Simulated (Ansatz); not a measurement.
Abridged output of a molecular run in Ansatz:

```
Functional definition: HF
1163 factors; integrals over basis functions are off by at most 1.0e-3 eV
mean field evaluation 1: about -19545.4811 eV, gradient 5.0e1 eV
mean field evaluation 2: about -19545.4953 eV, gradient 5.0e1 eV
mean field evaluation 4: about -19550.9900 eV, gradient 3.9e0 eV
mean field evaluation 8: about -19551.0521 eV, gradient 4.0e-1 eV
mean field evaluation 16: about -19550.9723 eV, gradient 3.9e0 eV
mean field -19551.05298210 eV, -718.4879449126 hartree, gradient 6.2e-6 eV, S^2 0.000000; 0 other end points of the search recorded, 0 dependent functions left out
12 core orbitals not correlated: weight in the atoms' cores, before any rotation towards them, 1.000 or more for the frozen orbitals, at most 0.000 for the correlated occupied ones
reference -19551.05298210 eV, -718.4879449126 hartree; 20, 20 occupied and 79, 79 virtual orbitals, 1163 factors
second order -19.73355662 eV of doubles, -0.00000000 eV of singles
cycle   1  -20.01106406 eV  change   -2.8e-1 eV  update   1.3e-1
cycle   2  -20.58334330 eV  change   -5.7e-1 eV  update   4.1e-2
cycle   3  -20.75729421 eV  change   -1.7e-1 eV  update   2.3e-2
cycle   4  -20.75267205 eV  change    4.6e-3 eV  update   5.9e-3
cycle   5  -20.75025762 eV  change    2.4e-3 eV  update   2.9e-3
cycle   6  -20.75101351 eV  change   -7.6e-4 eV  update   9.0e-4
cycle   7  -20.75066359 eV  change    3.5e-4 eV  update   3.8e-4
cycle   8  -20.75052005 eV  change    1.4e-4 eV  update   1.1e-4
cycle   9  -20.75054690 eV  change   -2.7e-5 eV  update   5.0e-5
perturbative correction -0.62224527 eV, -0.0228670921 hartree
Total energy: -19572.42577427 eV, -719.2733805379 hartree
```

Its atoms:

Z-matrix (Å, degrees):
```
Si
O 1 1.660
Sb 1 2.783 2 45.1
C 1 1.884 2 95.8 3 4.2
H 1 1.489 2 111.5 3 122.5
H 1 1.487 2 112.8 3 -115.1
O 3 1.961 1 93.8 2 -98.2
H 4 1.090 1 116.3 2 111.1
H 4 1.090 1 117.4 2 -115.0
H 7 0.961 3 112.8 1 138.1
```

**Question.** Which basis set was used?
A. def2-SVP
B. def2-TZVPPD
C. cc-pV(Q+d)Z
D. cc-pV(T+d)Z

**Answer.** A. It gives 111 functions.

**Question.** Write the keys of the input that set method, charge and spin (a neutral closed shell needs none for the last two).

**Answer.** 
```yaml
correlation: {method: ccsd_t}
```
